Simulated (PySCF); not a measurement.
# UHF on Zn²⁺ (zinc, charge +2)

Configuration: [Ar] 3d10, closed-shell 1S. Computed with PySCF 2.14 in def2-SVP, with no relativity, point nucleus.

| Item | Value |
| --- | --- |
| Total energy | -1776.681259 hartree |
| One-electron energy | -2461.5986 hartree |
| Hartree (Coulomb) energy | 754.2454 hartree |
| Exchange energy | -69.3281 hartree |
| Kinetic energy | 1776.54507 hartree |
| ⟨S²⟩ | 0.0000 |
| ⟨L²⟩ | 0.000 |
| Sum of ⟨r⟩ | 16.05 bohr |
| Sum of ⟨r²⟩ | 14.69 bohr² |
| Density at the nucleus (Gaussians lack the cusp) | 17300 bohr⁻³ |
| Langevin diamagnetic susceptibility | -11.6 ×10⁻⁶ cm³/mol |
| Time after the integrals | 0.08 s of wall time on 1 thread of Neoverse-V1 (shared host) |

```
shell  electrons  mean orbital energy (hartree)  rms radius, mean of both spins (bohr)
   1s          2                     -354.02350                                 0.0592
   2s          2                      -45.08336                                  0.248
   2p          6                      -39.66202                                  0.221
   3s          2                       -6.37652                                  0.743
   3p          6                       -4.58817                                  0.782
   3d         10                       -1.52961                                  0.974
```
